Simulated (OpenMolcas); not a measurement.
**Cl⁺: CASPT2 settings compared**

* Program: OpenMolcas 26.06
* Basis: ANO-R3 [6s5p4d3f1g]
* Scalar Hamiltonian: X2C, finite nucleus
* Active space: 4 electrons in 3 orbitals (3p)
* State averaging: 2S+1 = 3 even, 3 roots; 2S+1 = 1 even, 6 roots kept (CI in the orbitals of an earlier block)
* Spin-orbit coupling: state interaction with AMFI integrals over the reference wave functions, term energies averaged over their components

Methods on the same reference wave functions:
A. CASSCF
B. SS-CASPT2, IPEA 0.75 Eh, real shift 0.05 Eh (closed shells correlated: 2s 2p 3s)
C. SS-CASPT2, IPEA 0.5 Eh, no level shift (closed shells correlated: 2s 2p 3s)
D. XMS-CASPT2, IPEA 0.3 Eh, sigma1 regulariser 0.25 Eh (closed shells correlated: 2s 2p 3s)

Energies in cm⁻¹ above 3s² 3p⁴ ³P₂, the measured ground level; measured values from NIST Handbook of Basic Atomic Spectroscopic Data.

```csv
Level,A,B,C,D,Measured
3s² 3p⁴ ³P₂,0.0,0.0,0.0,0.0,0.0
3s² 3p⁴ ³P₁,649,653,653,652,696
3s² 3p⁴ ³P₀,943,942,942,941,996
3s² 3p⁴ ¹D₂,14484,11360,11470,11830,11654
3s² 3p⁴ ¹S₀,35700,29200,29020,29060,27878
```

Deviations, from unrounded energies. A percentage is the sum of absolute deviations over the sum of measured energies, with the sign that they share, or ± where signs differ.

| Against measurement | Levels | A | B | C | D |
| --- | --- | --- | --- | --- | --- |
| mean absolute deviation (cm-1) | 4 | 2700 | 430 | 360 | 360 |
| fine structure of the ground term (%) | 2 | -5.9 | -5.8 | -5.8 | -5.9 |
| other terms of the ground configuration (%) | 2 | +26.9 | ±4.1 | ±3.4 | +3.4 |

C, D lie about equally close to measurement and A furthest from it. The largest miss of C in the table is 3s² 3p⁴ ¹S₀, by +1100 cm-1. The ranking rests on the paired levels alone, and a cruder setting can come out closer through cancelling errors.

Among B to D the level of the table that moves most is 3s² 3p⁴ ¹D₂, by 470 cm-1 (lowest in B, highest in D). Moves below CASPT2's spread within the term are not significant.

The mean deviations of B to D differ by less than CASPT2's widest spread within a term (920 cm-1), so their order carries little weight.

From A to B the spin-free energies of the other terms of 3s² 3p⁴ shown, above ³P, scale by factors of 0.78 to 0.82.

The lowest spin-free term lies below A's lowest term by 0.415 hartree in B, 0.421 hartree in C, 0.432 hartree in D.

CASPT2 does not keep the components of a term degenerate, so their means are used; among the terms shown or strongly mixed into the levels shown the widest spread is 920 cm-1 (3s² 3p⁴ ¹D, D). Terms from blocks run as CI alone lack orbitals of their own. With the s shell closed, the reference lacks s² → p² mixing. Without dynamic correlation excited terms often stand tens of per cent too high (terms of higher spin than the ground term too low), and those without a measured partner can miss by more than the paired ones (holds for A). Measured partners are found by configuration, term and J. A level has none where our copy of the source lacks it or the pairing is in doubt (some pairs that miss far off the trend of their configuration count as doubtful), and it then counts in no deviation. Only configurations of the active space appear.
